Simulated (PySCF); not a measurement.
C₂H₆O₂Si₂, SMILES O=C1C[SiH2]O[SiH2]1.

Geometry optimised at PBE0-D3(BJ)/def2-SVP. This is a generated structure with no PubChem entry under its InChIKey; it may be hypothetical. Other conformers were not sampled.

The numbers are results of SMD-PBE0/6-31G* run with PySCF, not measurements.

Solvation free energies are E(SMD) − E(gas) at the gas-phase geometry, for 1 M in both phases. In vacuum the dipole moment is 1.79 D.

| solvent | ΔG(solv) (kcal/mol) | its non-electrostatic (CDS) part | dipole (D) |
|---|---|---|---|
| water | -2.5 | 4.3 | 2.55 |
| ethanol | -4.6 | 1.4 | 2.46 |
| acetone | ___ | ___ | ___ |

Q: Fill in the missing entries. (Estimate from the structure and the level; the computed values follow.)

A: 
- acetone, ΔG(solv) (kcal/mol): -5.1
- acetone, its non-electrostatic (CDS) part: -1.3
- acetone, dipole (D): 2.25
